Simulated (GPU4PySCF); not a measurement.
Pt(Cl)2(bpy) (C10H8Cl2N2Pt), SMILES c1ccc[n]2c1-c1cccc[n]1->[Pt]<-2([Cl])[Cl], multiplicity 1. Heavy atoms are numbered as in [Pt:1]1([Cl:2])([Cl:3])<-[n:7]2[cH:6][cH:5][cH:4][cH:9][c:8]2-[c:10]2[cH:11][cH:12][cH:13][cH:14][n:15]->12. Hydrogens are named by the atom that carries them.

Geometry: B3LYP-D3(BJ)/def2-TZVP. The spin state was assumed, not searched. The isomer is the one that the SMILES or the coordinates give; other isomers of the formula were not compared. The def2 effective core potentials stand for the cores of Pt; spin–orbit coupling is left out. The values are those of a single conformer.

Level of theory: ωB97X-V/def2-TZVPD in GPU4PySCF.

Mulliken values depend strongly on the basis, most of all with diffuse functions as here. Atomic charges (e), one atom of each kind:

| atom | Mulliken |
|---|---|
| Pt1 | 0.47 |
| Cl2 | -0.55 |
| C4 (CH) | -0.48 |
| C5 (CH) | -0.62 |
| C6 (CH) | -0.13 |
| N7 | 0.03 |
| C8 | 0.53 |
| C9 (CH) | -0.23 |
| H on C4 | 0.34 |
| H on C5 | 0.31 |
| H on C6 | 0.30 |
| H on C9 | 0.27 |
